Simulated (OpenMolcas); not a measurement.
A run on W4+ among 6 point charges of -1.7 e arranged as an octahedron (Oh), 2.08 Å from the ion.

```json
{
 "Program": "OpenMolcas",
 "Method": "CASSCF",
 "Basis": "ANO-RCC-VTZP [8s7p5d3f2g1h]",
 "Scalar Hamiltonian": "DKH2, point nucleus",
 "Active space": "2 electrons in 5 orbitals (5d)",
 "State averaging": "2S+1 = 3 even, 10 roots; 2S+1 = 1 even, 15 roots",
 "Spin-orbit coupling": "RASSI with atomic mean-field integrals over the reference wave functions"
}
```

104 basis functions. Blocks (2S+1, parity, CSFs, roots kept): 3, even, 10, 10; 1, even, 15, 15.

Task: How long do the RASSCF and RASSI steps take on 1 thread of AMD EPYC 9R45 96-Core Processor (Zen 5), on a shared host?

Result: About 6 s of wall time, without the integral step.
